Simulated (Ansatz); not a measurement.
Geometry optimisation, RKS PBE-D4/6-31G* in Ansatz 0.2.0.

Input:

```yaml
crystal:
  periodic: [false, false, false]
  atoms:
    - { symbol: S, position_ang: [-1.905, -0.4285, -0.6713] }
    - { symbol: P, position_ang: [0.1206, -0.1015, -1.1925] }
    - { symbol: B, position_ang: [0.6114, 0.4335, 0.6499] }
    - { symbol: "N", position_ang: [0.7785, -1.0051, 0.1648] }
    - { symbol: H, position_ang: [-0.26936, 0.48826, -2.40085] }
    - { symbol: H, position_ang: [0.8644, 1.2692, 1.4816] }
    - { symbol: H, position_ang: [1.7408, -1.2213, 0.0045] }
basis:
  gaussian: { orbitals: "6-31G*" }
hamiltonian:
  xc: pbe
  dispersion: d4
relax:
  f_tol: 0.02
  max_steps: 50
output:
  orbitals: {}
```

Launched with:

```bash
$ ansatz run input.yaml --threads 1 --pin off --max-ram 2048MiB --backend cpu --events-out ev --progress --plain --runs-dir out
```

Q: Where does it end, and by what steps?

A: The run converged. After 11 steps the energy has fallen by 3.400 eV; P2 moved furthest, 0.63 Å.

| step | energy less start (eV) | largest force component (eV/Å) | accepted |
| --- | --- | --- | --- |
| 0 | 0.0000 | 3.302 | yes |
| 1 | -1.0838 | 3.274 | yes |
| 2 | -1.8952 | 1.941 | yes |
| 3 | -2.5162 | 2.082 | yes |
| 4 | -2.9981 | 4.068 | yes |
| 5 | -3.2745 | 0.940 | yes |
| 6 | -3.3318 | 0.634 | yes |
| 7 | -3.3223 | 1.094 | no |
| 8 | -3.3547 | 0.498 | yes |
| 9 | -3.3982 | 0.073 | yes |
| 10 | -3.3999 | 0.047 | yes |
| 11 | -3.4003 | 0.019 | yes |

```xyz
7
Properties=species:S:1:pos:R:3
S -2.168 -0.765 -0.920
P -0.401 0.069 -0.874
B 0.740 0.573 0.565
N 1.015 -0.625 -0.065
H 0.120 0.427 -2.153
H 1.076 1.246 1.492
H 1.560 -1.491 -0.008
```

Time of the run: 32 s on 1 thread of Arm Neoverse V1, on a shared host, peak memory 0.16 GiB.
